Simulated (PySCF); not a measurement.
**Telling isomers of C₅H₅FO₂ apart by NMR**

PySCF 2.14.0 with density-fitted response routines calculation with geometry: GFN2-xTB and σ from GIAO-PBE0/pcSseg-1; one computed conformer, non-relativistic Hamiltonian, fast rotation and ring inversion assumed for equivalent nuclei, in vacuum.

References, each an isolated molecule treated in the same way: 1H and 13C against TMS. Splittings of carbon signals by F and P are missing where no couplings were computed. Where no couplings were computed, multiplicities follow the n + 1 count of equivalent neighbours, and m marks all less simple cases (inequivalent or close neighbours, rings, F or P nearby). Acid and N–H amide carbonyl carbons lie up to 10 ppm further downfield in solution (hydrogen bonding). Shifts are as computed. Against solution values, carbons near 30 ppm lie about +3 ppm off and those near 130 ppm about +5 ppm. Of 1211 compounds with measured shifts, 218 miss one by over three times the rms of a fit or turn the order of signals round; such compounds aren't used in these exercises. OH and NH positions are gas-phase values without hydrogen bonding to other molecules.

(1) Tabulate the signals of `O=C(O)/C=C1\C[C@@H]1F`, `COC1=C[C@H](F)C1=O` and their relative energies.

(2) What is the quickest way to tell O=C(O)/C=C1\C[C@@H]1F from COC1=C[C@H](F)C1=O?

Results:

(1) 
```tsv
SMILES	carbon types	δC	δH	E rel. (kcal/mol)
O=C(O)/C=C1\C[C@@H]1F	2×C 2×CH 1×CH2	169.6, 152.9, 123.6, 70.0, 18.5	6.87 (m, 1H), 6.08 (br s, 1H), 5.17 (m, 1H), 2.01 (m, 1H), 1.80 (m, 1H)	0.0
COC1=C[C@H](F)C1=O	2×C 2×CH 1×CH3	190.7, 170.5, 145.7, 99.9, 59.9	7.57 (m, 1H), 5.86 (m, 1H), 4.20 (s, 3H)	12.1
```

Energies are electronic energies at PBE0/pcSseg-1 on these geometries, without zero-point or thermal terms, each for the one conformer computed, which needn't be the lowest.

(2) Both give the same number of carbon signals, but DEPT or the intensities differ. The first has a three-membered-ring carbon (CH2) at 18.5 ppm, the second a methyl carbon bonded to O (CH3) at 59.9 ppm. Their most deshielded carbons lie at 169.6 and 190.7 ppm. In the proton spectra the most deshielded non-exchanging signals are 6.87 (m, 1H) and 7.57 (m, 1H).
